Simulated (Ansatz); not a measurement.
InF4, that is [InF4]- with one electron fewer, relaxed as a doublet with UKS PBE0-D4/def2-SVPD in Ansatz, starting from the PBE0-D4/def2-SVPD geometry of the charge -1 singlet. Force threshold 0.02 eV/Å.

In the def2 sets In takes a core potential; there is no spin–orbit coupling. In the charge 0 doublet, F2 and F5 lie 2.00 Å apart (atoms count from 1), so these atoms are partly bonded to each other. The relaxation made no stability test and no search for a lower SCF solution.

Start:

```csv
atom,x (Å),y (Å),z (Å)
In1,0.000,0.000,0.000
F2,1.157,0.037,-1.633
F3,-1.904,0.329,-0.525
F4,0.597,1.424,1.274
F5,0.150,-1.790,0.884
```

**Question.** Estimate the energy that the relaxation releases and the steps that it takes.

**Answer.** 81.1 kJ/mol, in 16 steps; 44 s on 4 threads of Arm Neoverse V2 on a shared host. The force fell under the threshold at step 5, but the optimiser went on and released 0.776 eV more. No frequencies were taken in this run, so the end may be a saddle point.

**Question.** Does the start keep its bonding and symmetry?

**Answer.** By distances, no bond broke or formed. The bond that changes most is In1–F5, from 2.00 to 2.10 Å (atoms count from 1). A close non-bonded pair moves further: F2–F5, from 3.27 to 2.00 Å. Point group Td at the start, C2v at the end, both within 0.05 Å.

**Question.** Predict the relaxed structure.

**Answer.** 
Cartesian coordinates in Å:
```
In -0.221 0.298 0.129
F 1.154 -0.532 -1.225
F -2.016 0.420 -0.587
F 0.600 1.489 1.417
F 0.482 -1.677 0.266
```
Bond lengths: 4 × F–In 1.94 to 2.10 Å.
